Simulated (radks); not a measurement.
Initial-state core-level shifts of neutral technetium when its valence configuration changes from [Kr] 4d5 5s2. Method: Dirac Kohn-Sham, PBEsol, spin-unpolarised, spherical densities, finite nucleus; open shells are shared between the two j in proportion to 2j + 1; Fermi nuclear charge, rms radius 4.4112 fm; computed with a radial shooting solver on a logarithmic mesh with Libxc functionals. Shifts are changes of the shell-averaged eigenvalues in eV (positive: less bound); the change of the density at the nucleus, which sets a Mossbauer isomer shift, is in e/bohr^3, on a base of 1e+05.

| valence | 1s | 2s | 3s | 3p | density at nucleus |
|---|---|---|---|---|---|
| 4d5 5s1.5 5p0.5 | -0.757 | -0.736 | -0.744 | -0.744 | -6.17 |
| 4d5.5 5s1.5 | +1.634 | +1.752 | +1.717 | +1.717 | -9.09 |
| 4d3 5s2 5p2 | -10.570 | -11.155 | -10.895 | -10.895 | +17.34 |
| 4d4 5s2 5p1 | -5.125 | -5.377 | -5.280 | -5.280 | +8.11 |
| 4d5 5p2 | -2.778 | -2.698 | -2.733 | -2.731 | -27.20 |
| 4d4.5 5s2 5p0.5 | -2.525 | -2.640 | -2.600 | -2.600 | +3.91 |
| 4d6 5p1 | +1.641 | +1.918 | +1.836 | +1.837 | -29.10 |
| 4d7 | +5.570 | +5.956 | +5.873 | +5.874 | -29.98 |
| 4d4.5 5s1 5p1.5 | -3.901 | -3.982 | -3.957 | -3.956 | -10.23 |
